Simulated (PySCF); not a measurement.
Isomers of C7H10O, mass 110.073 u with the commonest isotopes. Method: PBE0-D3(BJ)/def2-SVP geometry optimisation, gas phase (PySCF 2.14.0). One conformer each, none proved a minimum here; rigid rotors.

Question: Order these by rotational constant C, largest first.
A. `O=C1C[C@@H]2CC[C@H]1C2`
B. `[CH3:1][C:2]([CH3:3])=[C:4]=[C:5]([CH3:6])[CH:7]=[O:8]` with C4–C5–C7–O8 180°
C. `O=C1[C@H]2CC[C@@H]1CC2`
D. `[CH3:1][C@@H:2]1[CH2:3][CH:4]=[CH:5][C:6](=[O:7])[CH2:8]1` with C1–C2–C3–C4 -173°, C2–C3–C4–C5 21°, C4–C5–C6–O7 -178°, C5–C6–C8–C2 -33°

Answer: C (2146 MHz), A (1900 MHz), D (1212 MHz), B (942.9 MHz).

Question: Order these by out-of-plane moment Σ m c² = (Ia + Ib − Ic)/2, largest first.
A. `O=C1C[C@@H]2CC[C@H]1C2`
B. `[CH3:1][C:2]([CH3:3])=[C:4]=[C:5]([CH3:6])[CH:7]=[O:8]` with C4–C5–C7–O8 180°
C. `O=C1[C@H]2CC[C@@H]1CC2`
D. `[CH3:1][C@@H:2]1[CH2:3][CH:4]=[CH:5][C:6](=[O:7])[CH2:8]1` with C1–C2–C3–C4 -173°, C2–C3–C4–C5 21°, C4–C5–C6–O7 -178°, C5–C6–C8–C2 -33°

Answer: C (81.78 u·Å²), A (59.32 u·Å²), B (57.79 u·Å²), D (9.94 u·Å²).

Question: Order these by dipole moment, largest first.
A. `[CH3:1][C@@H:2]1[CH2:3][CH:4]=[CH:5][C:6](=[O:7])[CH2:8]1` with C1–C2–C3–C4 -173°, C2–C3–C4–C5 21°, C4–C5–C6–O7 -178°, C5–C6–C8–C2 -33°
B. `O=C1[C@H]2CC[C@@H]1CC2`
C. `O=C1C[C@@H]2CC[C@H]1C2`
D. `[CH3:1][C:2]([CH3:3])=[C:4]=[C:5]([CH3:6])[CH:7]=[O:8]` with C4–C5–C7–O8 180°

Answer: D (3.96 D), A (3.76 D), C (3.04 D), B (2.82 D).

| SMILES | point group | Ia (u·Å²) | Ib (u·Å²) | Ic (u·Å²) | κ | μa (D) | μb (D) | μc (D) |
| --- | --- | --- | --- | --- | --- | --- | --- | --- |
| CC(C)=C=C(C)C=O | Cs | 133.01 | 518.52 | 535.96 | -0.98 | 3.91 | 0.64 | 0.00 |
| C[C@@H]1CC=CC(=O)C1 | C1 | 149.49 | 287.45 | 417.06 | -0.50 | 3.24 | 1.89 | 0.31 |
| O=C1C[C@@H]2CC[C@H]1C2 | C1 | 146.03 | 238.59 | 265.97 | -0.72 | 2.95 | 0.57 | 0.43 |
| O=C1[C@H]2CC[C@@H]1CC2 | C2v | 180.98 | 218.05 | 235.47 | -0.47 | 2.82 | 0.00 | 0.00 |
